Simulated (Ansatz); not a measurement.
Program: Ansatz. Geometries: PBE0-D4/def2-TZVP. ΔE: electronic, gas phase. CCSD(T)/CBS adds triple-zeta CCSD(T) − MP2 to the extrapolated MP2 energy (def2 sets, frozen cores). This one scheme is used for every species. Functionals use def2-TZVPP. B3LYP here is the variant with VWN-RPA as its local correlation; programs differ in this. For Br outer-core shells are correlated without core-valence functions, which leaves a few kJ/mol of doubt a bond. Scalar relativity is left out up to krypton. One conformer a species, not always the lowest.

Reaction (hydrogenolysis of the Si–Br bond): `[SiH3]O[SiH](Br)O[SiH3]` + H₂ → `[SiH3]O[SiH2]O[SiH3]` + HBr

```tsv
level	ΔE (kJ/mol)	difference from CCSD(T)/CBS
PBE-D4	93.4	-0.7
r2SCAN-D4	96.7	2.6
PBE0-D4	92.4	-1.7
B3LYP-D4	90.3	-3.8
ωB97X-V	89.0	-5.1
ωB97M-V	92.5	-1.6
B2PLYP	83.8	-10.3
PBE	84.8	-9.3
r2SCAN	94.7	0.6
PBE0	84.6	-9.5
B3LYP	76.1	-18.0
HF/def2-TZVPP	70.5	-23.6
MP2/def2-TZVPP	97.1	3.0
SCS-MP2/def2-TZVPP	87.8	-6.3
CCSD/def2-TZVPP	81.6	-12.5
CCSD(T)/def2-TZVPP	86.3	-7.8
HF/def2-QZVPP	70.1	-24.0
MP2/def2-QZVPP	101.5	7.4
SCS-MP2/def2-QZVPP	91.7	-2.4
HF/CBS(def2)	70.0	-24.1
MP2/CBS(def2)	105.0	10.9
CCSD/CBS(def2)	89.5	-4.6
CCSD(T)/CBS	94.1	0
```

Largest T1 diagnostic among the species: 0.012.

In def2-TZVPP, CCSD(T) changes the Hartree–Fock value by +15.7 kJ/mol (the triples alone add +4.6 kJ/mol) and MP2 by +26.6 kJ/mol. The D4 term adds +14.3 kJ/mol with B3LYP and +7.8 kJ/mol with PBE0; it sums over pairs of atoms, weighted by their polarisabilities, and B3LYP, whose exchange is more repulsive, gets the larger term.
